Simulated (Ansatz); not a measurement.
`S[CH2][SbH2]` and `FCS` differ in one atom or group.

Ansatz, PBE0-D4/def2-TZVP geometries, multiplicity 1. Each molecule was computed in one conformer, which needn't be the lowest.

Elements past krypton have def2 core potentials.

```csv
property,`S[CH2][SbH2]`
HOMO energy (B3LYP/def2-TZVPP) / eV,-6.68
HOMO–LUMO gap (B3LYP/def2-TZVPP) / eV,5.79
size of the dipole moment (B3LYP/def2-TZVPP) / D,1.37
HOMO energy (ωB97M-V/def2-TZVPP) / eV,-9.17
LUMO energy (B3LYP/def2-TZVPP) / eV,-0.89
HOMO energy (PBE/def2-TZVPP) / eV,-5.66
```

Q: What does the change do to each property? (Best estimate.)

A: Computed: 
```csv
property,`FCS`,shift
HOMO energy (B3LYP/def2-TZVPP) / eV,-7.33,-0.65
HOMO–LUMO gap (B3LYP/def2-TZVPP) / eV,7.24,1.45
size of the dipole moment (B3LYP/def2-TZVPP) / D,1.59,0.22
HOMO energy (ωB97M-V/def2-TZVPP) / eV,-9.82,-0.65
LUMO energy (B3LYP/def2-TZVPP) / eV,-0.09,0.80
HOMO energy (PBE/def2-TZVPP) / eV,-6.29,-0.63
```

With PBE0 the HOMO falls by 0.65 eV and the LUMO rises by 0.88 eV, so the gap widens by about 1.53 eV. PBE moves the HOMO by -0.63 eV and ωB97M-V by -0.65 eV. The zero-point energy changes by -26.9 kJ/mol with -6 modes. Dipoles are sizes alone; their direction can turn.

B3LYP here is the variant with VWN-RPA as its local correlation; programs differ in this.

Spin–orbit coupling is left out; it splits and shifts lone-pair levels of the heavy atoms by tenths of an eV.
